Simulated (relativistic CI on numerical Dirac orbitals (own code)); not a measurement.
## Ba²²⁺: what numerical and physical settings do to a radial Dirac CI calculation

Reference input:

```
atom Ba  Z=56  charge=22  electrons=34
nucleus A=138  rms_radius_fm=4.8378
hamiltonian dirac-coulomb  breit=on  qed=on  c_scale=1
orbitals kli  potential=per-configuration
slater_scale 1
correlation none
mixing on
grid step=0.0125 r_max=6.5
scf mixing=0.4 start=green max_iterations=150 tolerance=2e-08 node_fill=0.05
configurations
  [Ar] 3d10 4s2 4p4
  [Ar] 3d10 4s 4p5
end
```

Computed lowest total energy -7912.80765 Ha, first excitation 46658.9 cm⁻¹, 20 SCF steps. Runs with settings changed; * marks those that are bad on purpose:

```
                                     Changed        Outcome  Lowest level   ΔE (Ha)  First excitation (cm⁻¹)  SCF steps               Message
end of the grid at 4.55 bohr, Breit term off      converged  4s2 4p4 3P_2     -6.47                  46611.0         20                      
              SCF mixing 0.2, Breit term off      converged  4s2 4p4 3P_2     -6.47                  46611.0         22                      
                              Breit term off      converged  4s2 4p4 3P_2     -6.47                  46611.0         20                      
end of the grid at 19.5 bohr, SCF mixing 0.9      converged  4s2 4p4 3P_2  5.46e-11                  46658.9         16                      
              end of the grid at 0.97 bohr *  not converged                                                          10  orbital 3s not found
                         SCF tolerance 0.3 *      converged  4s2 4p4 3P_2     0.217                  46591.8          6
```
